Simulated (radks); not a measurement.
Q: Radial electron density D(r) = 4 pi r^2 rho(r) of an atom or ion with 33 electrons. Method: Dirac Kohn-Sham, LDA (Slater exchange, Perdew-Wang correlation), spin-unpolarised, spherical densities, finite nucleus; Fermi nuclear charge, rms radius of each element as measured or else 0.836 A^(1/3) + 0.57 fm; computed with a radial shooting solver on a logarithmic mesh with Libxc functionals.

r (bohr)  D(r) (e/bohr)
0.00252           2.156
0.002887          2.737
0.003308          3.462
0.00379           4.361
0.004342          5.467
0.004974          6.816
0.005653          8.341
0.006477          10.27
0.007421          12.53
0.008502          15.16
0.00974           18.14
0.01116           21.45
0.01268           24.80
0.01453           28.51
0.01665           32.20
0.01907           35.65
0.02185           38.61
0.02503           40.81
0.02868           42.01
0.0326            42.11
0.03735           41.15
0.04279           39.33
0.04902           37.14
0.05616           35.27
0.06434           34.45
0.07313           35.16
0.08378           37.66
0.09599           41.53
0.11              45.73
0.126             48.82
0.1444            49.41
0.1641            47.04
0.188             41.80
0.2153            35.25
0.2467            29.56
0.2827            26.58
0.3238            26.88
0.3681            29.26
0.4217            31.98
0.4831            32.78
0.5535            30.58
0.6341            25.70
0.7265            19.52
0.8323            13.62
0.946             9.319
1.084             6.380
1.242             4.825
1.423             4.066
1.63              3.568
1.867             3.020
2.122             2.396
2.431             1.693
2.786             1.063
3.192            0.5869
3.656            0.2814
4.189            0.1154
4.761           0.04254
5.455           0.01218
6.249          0.002797
7.16          0.0004997

What is the nuclear charge?

A: Z = 34. The innermost maximum, from 1s, lies near gamma/Z bohr with gamma = sqrt(1 - (Z/c)^2) = 0.969, here 0.0285 bohr (found: 0.0311), and its height grows with Z. The density is that of the selenium ion Se+ in [Ar] 3d10 4s2 4p3; the configuration itself is not fixed sharply by these data, and Z only to about a unit. D(r) has 3 maxima, at r = 0.0311, 0.139, 0.472 bohr, and minima at 0.0649, 0.299 bohr, inside which lie 2.09, 11.04 electrons.
